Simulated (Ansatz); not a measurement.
Consider the ligand exchange at a Ga–C bond: `[GaH2][CH]1B[SiH2]1` + CH₃SH → `C[S][GaH2]` + `B1C[SiH2]1`.

Isolated molecules relaxed with PBE0-D4/def2-TZVP in Ansatz; ΔE leaves out vibrations. CBS: MP2 limit from def2 TZ/QZ plus the TZ coupled-cluster correction, frozen cores. This one scheme is used for every species. For Ga outer-core shells are correlated without core-valence functions, which leaves a few kJ/mol of doubt a bond. Scalar relativity is left out up to krypton.

`[GaH2][CH]1B[SiH2]1`:

Cartesian coordinates in Å:
```
Ga 0.682 -1.382 -0.076
C 0.473 0.510 0.631
B -0.803 1.043 1.103
Si -0.793 0.663 -0.801
H 2.005 -1.591 -0.879
H -0.262 -2.496 0.472
H 1.487 0.826 0.874
H -1.303 1.671 1.976
H -0.926 -0.771 -1.315
H -0.561 1.528 -1.984
```

CH₃SH:

Z-matrix (Å, degrees):
```
C
S 1 1.806
H 1 1.089 2 111.5
H 1 1.089 2 111.5 3 -123.8
H 1 1.090 2 106.2 3 118.1
H 2 1.342 1 97.1 3 61.9
```

`C[S][GaH2]`:

Z-matrix (Å, degrees):
```
C
S 1 1.818
H 1 1.089 2 111.5
H 1 1.090 2 108.9 3 120.6
H 1 1.090 2 108.9 3 -120.6
Ga 2 2.184 1 103.3 3 -0.1
H 6 1.565 2 116.4 1 0.0
H 6 1.559 2 116.6 1 -180.0
```

`B1C[SiH2]1`:

```xyz
8

B    -0.647    0.814    0.555
C    -0.237    0.448   -0.826
Si    0.568   -0.645    0.687
H    -1.689    1.150    1.012
H     0.784    0.543   -1.205
H    -0.944    0.323   -1.644
H     2.011   -0.609    0.361
H     0.154   -2.024    1.059
```

| species | HF/def2-SVP energy (Eh) |
| --- | --- |
| `[GaH2][CH]1B[SiH2]1` | -2277.74866 |
| CH₃SH | -437.56663 |
| `C[S][GaH2]` | -2361.17178 |
| `B1C[SiH2]1` | -354.16797 |

(1) Work out ΔE.

Largest T1 diagnostic among the species: 0.015.

Results:

(1) ΔE = (-2361.17178) + (-354.16797) − (-2277.74866) − (-437.56663) = -0.02446 Eh = -64.2 kJ/mol. CCSD(T)/CBS gives -31.4 kJ/mol.

In def2-TZVPP, CCSD(T) changes the Hartree–Fock value by +26.9 kJ/mol (the triples alone add +3.1 kJ/mol) and MP2 by +29.3 kJ/mol. At CCSD(T), def2-SVP lies −13.3 kJ/mol from the extrapolated value and def2-TZVPP +0.4 kJ/mol.
